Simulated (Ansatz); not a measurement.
**Which is lower?**

Two relaxed structures of SnSiH$_{5}$ (charge +1), singlet (PBE0-D4/def2-TZVP; forces vanish, vibrations not checked).

A:

```
atom    x (Å)    y (Å)    z (Å)
 Si1   0.8974   0.6979   0.7076
 Sn2  -0.8649  -0.7079  -0.6565
  H3  -2.0982  -0.9648   0.4672
  H4   0.0292  -2.0502  -1.1553
  H5  -1.2098   0.4255  -1.8692
  H6   0.5767   1.6134   1.8304
  H7   2.3552   0.7332   0.4339
```

B:

```xyz
7
angstrom
Si -0.8279 -0.6740 -0.6308
Sn 0.9065 0.7078 0.7130
H -1.9268 -0.9275 0.3220
H -0.0847 -1.8674 -1.0819
H -1.1620 0.2831 -1.7110
H 0.5200 1.7472 2.0016
H 2.5749 0.7308 0.3870
```

Computed with Ansatz 0.2.0 (basis: def2-TZVPP); correlated methods freeze the cores. Filled d shells of the heavier atoms are correlated. Core potentials replace the inner electrons of the atoms past krypton. The def2 sets are not built for correlating such inner shells, so the correlated values are less sure here. B3LYP uses VWN-RPA correlation.

(1) Which structure is lower at CCSD(T), and by how much? (Judge from chemistry; the value comes from the calculation.)

No T1 diagnostic of these runs exceeds 0.015.

Results:

(1) By the calculation: B, by 0.941 eV (electronic energy, against the other). By their contacts, A is SnSiH₅ ([SiH2][SnH3]), total charge +1 and B is SnSiH₅ ([SiH3][SnH2]), total charge +1.

All methods give the same order:

| method | E(B) − E(A) (eV) |
| --- | --- |
| PBE-D4 | -1.027 |
| r2SCAN-D4 | -1.041 |
| PBE0-D4 | -1.033 |
| B3LYP-D4 | -1.006 |
| wB97M-V | -0.972 |
| HF | -0.990 |
| MP2 | -0.989 |
| CCSD | -0.943 |
| CCSD(T) | -0.941 |

Labels in which every atom is bracketed show which atoms are joined, not bond orders.

For scale, one of the runs: CCSD(T)/def2-TZVPP, 162 basis functions, launched by `ansatz run in.yaml --threads 2 --pin off --events-out ev --progress --plain --max-ram 4352MiB`. Time: 44 s of wall clock on 2 CPU threads of an Intel Xeon; the host was shared. Peak host memory: 1.3 GiB.
